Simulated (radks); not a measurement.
Task: These are the eigenvalues of the occupied orbitals of an atom or ion with whole-number occupations (eV). Method: scalar-relativistic Kohn-Sham, Slater X-alpha with alpha = 0.667, spin-polarised, spherical densities, finite nucleus; Fermi nuclear charge, rms radius of each element as measured or else 0.836 A^(1/3) + 0.57 fm; computed with a radial shooting solver on a logarithmic mesh with Libxc functionals.

1s down: -65234.10
1s up: -65234.10
2s up: -11179.13
2s down: -11179.10
2p up: -9825.625
2p down: -9825.595
3s up: -2566.330
3s down: -2566.326
3p up: -2161.801
3p down: -2161.796
3d up: -1681.315
3d down: -1681.297
4s up: -536.7962
4s down: -536.7772
4p up: -403.9767
4p down: -403.9566
4d up: -232.1171
4d down: -232.0856
5s up: -93.0877
5s down: -92.5963
5p up: -61.5010
5p down: -60.7981
4f up: -42.7498
4f down: -42.6228
5d up: -26.5647

Which element is it, and in what charge state? The configuration may be excited. Open shells, if any, are filled with parallel spins first.

Result: Z = 72, hafnium, charge +3: Hf3+ in [Xe] 4f14 5d1. The list shows which subshells hold electrons but not how many an open one holds; the 1s level, -2397.3 hartree, gives Z - s = 69.2 by -(Z - s)^2/2, which with screening and relativity narrows Z to a few neighbours, and the depths of the outer levels then fix element, charge and occupations together.
